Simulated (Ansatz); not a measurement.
## Cost against result

Saddle point of SiH5O2F, closed shell (SiH₄O₂ ([OH][SiH2][OH]) + HF → SiH₃OF ([OH][SiH2][F]) + H₂O; bonds formed: Si1–F7, O2–H6; bonds broken: Si1–O2, H6–F7), PBE0-D4/def2-TZVP structure:

Si1  (-0.375, -0.507, -0.122)
O2  (0.593, 0.139, 1.287)
H3  (0.191, -1.802, -0.539)
H4  (-1.555, -0.820, 0.736)
O5  (-1.120, 0.518, -1.161)
H6  (1.281, 0.488, 0.520)
F7  (1.340, 0.284, -0.756)
H8  (0.167, 0.798, 1.843)
H9  (-0.521, 0.902, -1.807)
(Å)

Barriers are electronic and count from the start structure reached by relaxing down the imaginary mode.

Ansatz 0.2.0; basis: as named in each row; cores frozen in the correlated methods. B3LYP uses VWN-RPA correlation. Extrapolation: Hartree–Fock as exp(−7.88 √X), correlation as X^−2.97.

Times are rough, for one single point on 4 threads of a shared host (Arm Neoverse V1).

The estimate by CCSD(T) at an estimated basis limit (MP2 extrapolated from triple and quadruple zeta, plus CCSD(T) − MP2 in triple zeta) is 1.045 eV.

```json
{"method": "HF", "basis": "STO-3G", "time (s)": "under 1", "barrier (eV)": "1.431", "method less estimate": "0.386"}
{"method": "PBE-D4", "basis": "STO-3G", "time (s)": "under 1", "barrier (eV)": "-0.522", "method less estimate": "-1.567"}
{"method": "SPW92", "basis": "def2-SVP", "time (s)": "under 1", "barrier (eV)": "0.376", "method less estimate": "-0.668"}
{"method": "B3LYP-D4", "basis": "6-31G", "time (s)": "under 1", "barrier (eV)": "0.567", "method less estimate": "-0.477"}
{"method": "PBE-D4", "basis": "def2-SVP", "time (s)": "under 1", "barrier (eV)": "0.639", "method less estimate": "-0.405"}
{"method": "PBE0-D4", "basis": "def2-SVP", "time (s)": "under 1", "barrier (eV)": "0.781", "method less estimate": "-0.264"}
{"method": "SPW92", "basis": "def2-TZVPP", "time (s)": "under 1", "barrier (eV)": "0.580", "method less estimate": "-0.464"}
{"method": "PBE-D4", "basis": "def2-TZVPP", "time (s)": "1", "barrier (eV)": "0.832", "method less estimate": "-0.213"}
{"method": "BLYP-D4", "basis": "def2-TZVPP", "time (s)": "1", "barrier (eV)": "0.966", "method less estimate": "-0.079"}
{"method": "BHLYP-D4", "basis": "def2-TZVPP", "time (s)": "2", "barrier (eV)": "1.142", "method less estimate": "0.097"}
{"method": "CCSD(T)", "basis": "def2-SVP", "time (s)": "2", "barrier (eV)": "0.995", "method less estimate": "-0.050"}
{"method": "B3LYP-D4", "basis": "def2-TZVPP", "time (s)": "3", "barrier (eV)": "1.031", "method less estimate": "-0.014"}
{"method": "wB97M-V", "basis": "def2-SVP", "time (s)": "3", "barrier (eV)": "0.768", "method less estimate": "-0.276"}
{"method": "r2SCAN-D4", "basis": "def2-TZVPP", "time (s)": "3", "barrier (eV)": "0.887", "method less estimate": "-0.157"}
{"method": "CAM-B3LYP-D4", "basis": "def2-TZVPP", "time (s)": "3", "barrier (eV)": "0.995", "method less estimate": "-0.050"}
{"method": "PBE0-D4", "basis": "def2-TZVPP", "time (s)": "3", "barrier (eV)": "0.942", "method less estimate": "-0.102"}
{"method": "RPA on PBE", "basis": "def2-TZVPP", "time (s)": "3", "barrier (eV)": "1.022", "method less estimate": "-0.023"}
{"method": "B2PLYP", "basis": "def2-TZVPP", "time (s)": "3", "barrier (eV)": "1.037", "method less estimate": "-0.007"}
{"method": "PBE-QIDH", "basis": "def2-TZVPP", "time (s)": "3", "barrier (eV)": "1.004", "method less estimate": "-0.041"}
{"method": "r2SCAN0-D4", "basis": "def2-TZVPP", "time (s)": "4", "barrier (eV)": "0.971", "method less estimate": "-0.074"}
{"method": "wB97X-V", "basis": "def2-TZVPP", "time (s)": "5", "barrier (eV)": "0.978", "method less estimate": "-0.067"}
{"method": "wB97M-V", "basis": "def2-TZVPP", "time (s)": "6", "barrier (eV)": "0.945", "method less estimate": "-0.099"}
{"method": "B97M-V", "basis": "def2-TZVPP", "time (s)": "6", "barrier (eV)": "0.990", "method less estimate": "-0.055"}
{"method": "MP2", "basis": "def2-QZVPP", "time (s)": "18", "barrier (eV)": "1.020", "method less estimate": "-0.024"}
{"method": "CCSD(T)", "basis": "def2-TZVPP", "time (s)": "65", "barrier (eV)": "1.048", "method less estimate": "0.004"}
```

All methods are single points on the PBE0-D4 structures; a negative value means that the method puts the saddle structure below the start.

T1 diagnostic: at most 0.012.

Steps of this kind, hydrogen fluoride cutting a network bond, underlie vapour etching and the fluorination step of atomic layer etching.

Labels in which every atom is bracketed show which atoms are joined, not bond orders.
